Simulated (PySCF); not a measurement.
Structure from 2D NMR

Compound of formula C7H12OSi. Correlations simulated from computed shifts and the bond graph:

HSQC (one-bond C–H):
| δH | δC |
| --- | --- |
| 6.45 | 147.5 |
| 3.13 | 53.8 |
| 2.99 | 32.4 |
| 2.81 | 53.8 |
| 2.02 | 22.8 |

COSY cross peaks (H two or three bonds apart, from the bond graph; peaks can be absent where the dihedral angle is near 90°):
| δH | δH |
| --- | --- |
| 6.45 | 2.02 |
| 3.13 | 2.99 |
| 3.13 | 2.81 |
| 2.99 | 2.81 |

HMBC (two and three bonds, from the bond graph):
| δH | δC |
| --- | --- |
| 6.45 | 141.5, 32.4, 22.8 |
| 4.25 | 147.5, 141.5, 32.4 |
| 3.13 | 210.0, 141.5, 53.8, 32.4 |
| 2.99 | 210.0, 147.5, 141.5, 53.8 |
| 2.81 | 210.0, 141.5, 53.8, 32.4 |
| 2.02 | 147.5, 141.5 |

Carbons without hydrogens: δ 210.0, 141.5.

Gas phase, a single conformation, fast rotation and ring inversion assumed for equivalent nuclei, non-relativistic. GFN2-xTB geometry; σ from GIAO-PBE0/pcSseg-1; PySCF 2.14.0 with density-fitted response routines.

δ = σ(ref) − σ, references computed at the same level: ¹H (σ = 31.72 ppm) and ¹³C (σ = 186.93 ppm) against TMS.

Exchangeable hydrogens are left out of these lists.

Question: Work out the connectivity.

Answer: `C/C=C(\[SiH3])C1CC(=O)C1`.

Atoms are numbered as in `[CH3:1]/[CH:2]=[C:3](\[SiH3:4])[CH:5]1[CH2:6][C:7](=[O:8])[CH2:9]1` (H(Xn): hydrogen on atom n). Ha(C6), Ha(C9) are cis to C3 on the ring; Hb(C6), Hb(C9) are trans to C3 on the ring.

1. δC 210.0 is C7, a ketone carbonyl carbon.
2. δC 147.5 is C2, an alkene CH (δH 6.45).
3. δC 141.5 is C3, a fully substituted alkene carbon.
4. δC 53.8 is C6/C9, an sp3 CH2 α to a carbonyl (δH 3.13, 2.81).
5. δC 32.4 is C5, an allylic sp3 CH (δH 2.99).
6. δC 22.8 is C1, an allylic methyl carbon (δH 2.02).
7. HMBC from δH 6.45 reaches the proton-free carbon C3.
8. HMBC from δH 4.25 reaches the proton-free carbon C3.
9. HMBC from δH 3.13 reaches the proton-free carbons C7, C3.
10. HMBC from δH 2.99 reaches the proton-free carbons C7, C3.
11. COSY links 6.45–2.02, 3.13–2.99, 3.13–2.81, 2.99–2.81.

The data come from this structure; uniqueness wasn't tested.

Shifts are as computed. Against solution values, carbons near 30 ppm lie about +3 ppm off and those near 130 ppm about +5 ppm. Of 1309 compounds with measured shifts, 239 miss one by over three times the rms of a fit or turn the order of signals round; such compounds aren't used in these exercises.
